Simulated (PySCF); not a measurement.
**Relaxation of quartet RhO3**

These are results of PySCF, UPBE0, basis Rh def2-SVP with ECP28, O def2-SVP (scalar-relativistic core potentials, no spin–orbit coupling, density fitting), not measurements. A (50,194) grid was used.

A hand-made trigonal planar start, of D3h symmetry, held to at least that symmetry:

```xyz
4
charge 0 multiplicity 4, angstrom
Rh    0.0000    0.0000    0.0000
O     1.6700    0.0000    0.0000
O    -0.8350    1.4463    0.0000
O    -0.8350   -1.4463    0.0000
```

(1) What does it relax to?

(2) How much energy is released, and in how many steps?

Results:

(1) It ends at D3h with Rh–O 1.709 Å (×3); O–Rh–O 120.0° (×3). A frequency run shows 1 imaginary mode, down to 302i cm⁻¹, so it is a saddle point.

(2) 10.9 kJ/mol in 3 steps.

Open d and f shells are described by one determinant, and the ground state may have another occupation or spin. At this level a doublet minimum of C2v symmetry lies 52 kJ/mol below this structure.

The relaxation took of the order of 90 core-seconds on a shared host.
